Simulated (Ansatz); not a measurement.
The cation of C3H5B (`BC1=CC1`) at the neutral geometry.

```yaml
crystal:
  periodic: [false, false, false]
  atoms:
    - {symbol: B, position_ang: [-0.589797, 0.992045, -0.562771]}
    - {symbol: C, position_ang: [0.742728, 0.339053, -0.535385]}
    - {symbol: C, position_ang: [1.276595, -0.666558, 0.055855]}
    - {symbol: C, position_ang: [-0.151665, -0.566915, 0.494728]}
    - {symbol: H, position_ang: [-1.360472, 0.695916, -1.427019]}
    - {symbol: H, position_ang: [-0.789056, 1.928297, 0.152964]}
    - {symbol: H, position_ang: [2.153310, -1.266375, 0.206586]}
    - {symbol: H, position_ang: [-0.850600, -1.298442, 0.096883]}
    - {symbol: H, position_ang: [-0.342644, -0.203121, 1.501260]}
basis:
  gaussian: {orbitals: def2-QZVPP}
total_charge: 1
magnetization: {spin_polarized: true, initial_magnetization: 1}
correlation: {method: mp2}
scf: {omitted_lower_state_checks: [cluster_reference]}
```

```sh
$ ansatz run in.yaml --threads 2 --pin off --events-out ev --progress --plain --max-ram 4352MiB
```

It prints (some lines left out):

```
Functional definition: HF
2246 factors; integrals over basis functions are off by at most 7.3e-4 eV
mean field evaluation 1: about -3825.9160 eV, gradient 3.0e1 eV
mean field evaluation 2: about -3825.9175 eV, gradient 3.0e1 eV
mean field evaluation 4: about -3831.1751 eV, gradient 3.2e0 eV
mean field evaluation 8: about -3831.5336 eV, gradient 2.8e-1 eV
mean field evaluation 16: about -3831.4820 eV, gradient 2.3e0 eV
mean field -3831.53650969 eV, -140.8063696223 hartree, gradient 4.6e-6 eV, S^2 0.759758; 4 other end points of the search recorded, 0 dependent functions left out
4 core orbitals not correlated: weight in the atoms' cores, before any rotation towards them, 1.000 or more for the frozen orbitals, at most 0.000 for the correlated occupied ones
reference -3831.53650969 eV, -140.8063696223 hartree; 10, 9 occupied and 364, 365 virtual orbitals, 2246 factors
second order -15.46110097 eV of doubles, -0.00000000 eV of singles
Total energy: -3846.99761066 eV, -141.3745546030 hartree
Checks for a lower state left out: cluster_reference
```

Hardware: 2 threads of an INTEL XEON PLATINUM 8581C on a shared host. Wall time 37 s, peak host memory 1.9 GiB.
